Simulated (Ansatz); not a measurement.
Species: CHF$_{3}$S, SMILES `FC(F)(F)S` (charge 0, multiplicity 1).

Give a relaxed geometry from Ansatz (an electronic-structure program) with CAM-B3LYP-D3(BJ)/def2-TZVP.

the end point of this relaxation (outside a Z-matrix the atoms follow the SMILES, hydrogens last).
Z-matrix (Å, degrees):
```
C
F 1 1.3334
F 1 1.3357 2 108.04
F 1 1.3357 2 108.04 3 -115.21
S 1 1.8019 2 108.21 3 122.40
H 5 1.3400 1 93.41 2 180.00
```
